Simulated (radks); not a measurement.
Values are calculated unless marked as measured or tabulated.
Mean orbital radii <r> (bohr) of neutral gold, [Xe] 4f14 5d10 6s1, at several levels of relativity; Dirac values are averaged over j with weights 2j + 1. Spin-unpolarised spherical Kohn-Sham, LDA (Slater exchange, Perdew-Wang correlation), point nucleus unless stated (finite: rms radius 5.4371 fm), a radial shooting solver on a logarithmic mesh with Libxc functionals. A level marked "c x" has the speed of light scaled by that factor.

shell	non-rel.	scalar-rel.	scalar-rel., finite nucleus	Dirac	change of magnitude, last against first (%)
2p	0.06823	0.06426	0.06426	0.06370	-6.63
3s	0.2039	0.1840	0.1840	0.1834	-10.04
3p	0.1942	0.1852	0.1852	0.1841	-5.18
3d	0.1696	0.1677	0.1677	0.1677	-1.07
4s	0.4492	0.4073	0.4074	0.4071	-9.36
4p	0.4532	0.4339	0.4339	0.4324	-4.59
4d	0.4612	0.4586	0.4586	0.4589	-0.49
4f	0.4868	0.4987	0.4987	0.4993	+2.56
5s	1.026	0.9258	0.9260	0.9267	-9.71
5p	1.118	1.072	1.072	1.069	-4.37
5d	1.580	1.621	1.621	1.624	+2.77
6s	3.313	2.837	2.838	2.837	-14.36
